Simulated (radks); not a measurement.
Values are calculated unless marked as measured or tabulated.
All-electron atom: Pm3.5+ in [Kr] 4d10 4f(up 2, down 2) 5p6 5s(up 0.75, down 0.75) (fractional occupations, a model configuration).

Code: a radial shooting solver on a logarithmic mesh with Libxc functionals. Model: scalar-relativistic Kohn-Sham, LDA (Slater exchange, Perdew-Wang correlation), spin-polarised, spherical densities, point nucleus.

Energy parts (eV):
total: -272404.41
kinetic: 290500.46
electron-nucleus: -660356.14
Hartree: 103445.11
exchange-correlation: -5993.84

Orbitals (lengths in bohr, moments of r in powers of bohr):
[
 {"orbital": "1s", "occ.": "2", "eigenvalue (eV)": "-45019.13", "<r^4>": "1.420e-06", "<1/r>": "67.37", "<r^2>": "0.0007326"},
 {"orbital": "2s", "occ.": "2", "eigenvalue (eV)": "-7353.584", "<r^4>": "0.0002301", "<1/r>": "15.58", "<r^2>": "0.01157"},
 {"orbital": "2p", "occ.": "6", "eigenvalue (eV)": "-6574.072", "<r^4>": "0.0001698", "<1/r>": "14.66", "<r^2>": "0.009268"},
 {"orbital": "3s", "occ.": "2", "eigenvalue (eV)": "-1634.363", "<r^4>": "0.009126", "<1/r>": "5.687", "<r^2>": "0.07773"},
 {"orbital": "3p", "occ.": "6", "eigenvalue (eV)": "-1389.599", "<r^4>": "0.009528", "<1/r>": "5.370", "<r^2>": "0.07775"},
 {"orbital": "3d", "occ.": "10", "eigenvalue (eV)": "-1053.299", "<r^4>": "0.007730", "<1/r>": "5.099", "<r^2>": "0.06575"},
 {"orbital": "4s", "occ.": "2", "eigenvalue (eV)": "-355.8897", "<r^4>": "0.2281", "<1/r>": "2.393", "<r^2>": "0.3960"},
 {"orbital": "4p", "occ.": "6", "eigenvalue (eV)": "-275.3633", "<r^4>": "0.2984", "<1/r>": "2.204", "<r^2>": "0.4467"},
 {"orbital": "4d", "occ.": "10", "eigenvalue (eV)": "-161.5396", "<r^4>": "0.4805", "<1/r>": "1.935", "<r^2>": "0.5439"},
 {"orbital": "4f", "occ.": "4", "eigenvalue (eV)": "-39.6654", "<r^4>": "2.756", "<1/r>": "1.406", "<r^2>": "1.074"},
 {"orbital": "5s", "occ.": "1.5", "eigenvalue (eV)": "-76.6971", "<r^4>": "6.831", "<1/r>": "0.9541", "<r^2>": "2.171"},
 {"orbital": "5p", "occ.": "6", "eigenvalue (eV)": "-56.0530", "<r^4>": "11.93", "<1/r>": "0.8244", "<r^2>": "2.837"}
]

The highest occupied level is 4f at -39.665 eV. The density falls to 0.001 e/bohr^3 at r = 3.28 bohr. Summed over all electrons, <r^2> = 34.85 bohr^2, which gives a Langevin (diamagnetic) susceptibility term of -27.6 x 10^-6 cm^3/mol.
